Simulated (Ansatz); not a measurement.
Reaction: BNH2 (iminoborane, SMILES B=N) → BNH2 (parent SMILES B=N, triplet)
Each species at its own B3LYP-D3(BJ)/def2-TZVP minimum (Ansatz, an electronic-structure program).

Property: adiabatic triplet-singlet gap (electronic), in kJ/mol. Open shells are spin-unrestricted; no spin-orbit coupling. CBS(X,Y): correlation extrapolated as X^-3, Hartree-Fock from the larger set (Q,5: extrapolated as (X+1)exp(-9√X)). A bracket is a step between two methods taken in the basis named. The functionals are non-relativistic, so their misses hold any scalar relativity. '+ core + X2C': CCSD(T) terms for core correlation (cc-pwCVTZ) and scalar relativity (cc-pVTZ-DK). The spin of H2BN (parent SMILES B=N, triplet) was assumed, and the state is the lowest solution found for it.

CCSD(T)/CBS(cc-pVQZ,cc-pV5Z) + [CCSDT(Q) - CCSD(T)]/cc-pVTZ + [CCSDTQ - CCSDT(Q)]/cc-pVDZ + core + X2C (Ansatz) gives 413.5 kJ/mol.

How far off this value is PBE/def2-TZVPD (Ansatz), in which direction, and which of these levels come nearer: PBE0/def2-TZVPD, CCSD(T)/CBS(cc-pVQZ,cc-pV5Z) + core + X2C?

PBE gives 389.6 kJ/mol, 23.9 kJ/mol below it. Differences of the others: PBE0/def2-TZVPD (Ansatz) -32.3; CCSD(T)/CBS(cc-pVQZ,cc-pV5Z) + core + X2C (Ansatz) 2.1 kJ/mol. Nearer than PBE: CCSD(T)/CBS(cc-pVQZ,cc-pV5Z) + core + X2C.
